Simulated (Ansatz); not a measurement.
Basis-set extrapolation for CH₅BN₂ (PBE0-D4/def2-TZVP geometry, frozen core, Ansatz 0.2.0). Multiplicity 1, RHF reference.

|  | def2-TZVPP | def2-QZVPP |
| --- | --- | --- |
| HF | -174.396230 | -174.404366 |
| MP2 correlation | -0.680656 | -0.726871 |
| CCSD(T) correlation | -0.737354 | not run |

Energies in hartree. Use E(X) = E(∞) + A·exp(−7.88·√X) for Hartree–Fock and E(X) = E(∞) + B·X^(−2.97) for correlation, with X = 3 and 4, and add CCSD(T) minus MP2 of the smaller set to the MP2 limit.

Q: What is the CCSD(T) energy at the basis-set limit?

A: HF limit: -174.404366 + (-0.008136) × 0.13774 = -174.40549. MP2 limit: -0.726871 + (-0.046215) × 0.74074 = -0.76110. Higher-order term: -0.737354 − (-0.680656) = -0.05670. Total: -175.22329 hartree, 235.5 kJ/mol below CCSD(T)/def2-TZVPP.
